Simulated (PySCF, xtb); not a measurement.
SiBr2, SMILES Br[Si]Br (connectivity only; charge and spin as stated), neutral, multiplicity 1.

Harmonic wavenumbers (cm⁻¹) from GFN2-xTB (xtb) at its own minimum, in rising order: 115, 356, 364.

Question: What does B3LYP-D3(BJ)/def2-TZVP run with PySCF 2.14.0 give at its own minimum? (Estimate from the structure and the level; the computed values follow.)

Answer: 120, 388, 391. Paired by order, the mean absolute difference is 21 cm⁻¹ and the zero-point energies are 1.2 and 1.3 kcal/mol.
